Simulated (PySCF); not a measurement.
Correlation energy of Ne⁺ (neon, charge +1)

[He] 2s2 2p5, 2P determinant. All numbers are calculated (PySCF 2.14, no relativity, point nucleus, in def2-TZVP (5s3p2d1f, 31 functions)). Frozen: 1s2; 7 electrons correlated.

MP2 pair energies summed by pair of shells (mhartree):

```json
{"pair": "2p-2p", "energy": "-120.21", "share (%)": "62.2"}
{"pair": "2s-2p", "energy": "-63.47", "share (%)": "32.8"}
{"pair": "2s-2s", "energy": "-9.57", "share (%)": "5.0"}
```

Total MP2 correlation energy: -193.25 mhartree.

Same-spin part -46.31 and opposite-spin part -146.94 mhartree; SCS-MP2 scales them by 1/3 and 6/5 to -191.76 mhartree.

| level | correlation energy (mhartree) |
| --- | --- |
| CCSD | -205.55 |
| (T) | -2.24 |
| CCSD(T) | -207.79 |

Diagnostics: T1 = 0.0040, D1 = 0.0063, largest double amplitude 0.029.

Problem. Is a single reference adequate?

Solution. Yes: T1 lies below 0.03 and no double amplitude reaches 0.07.
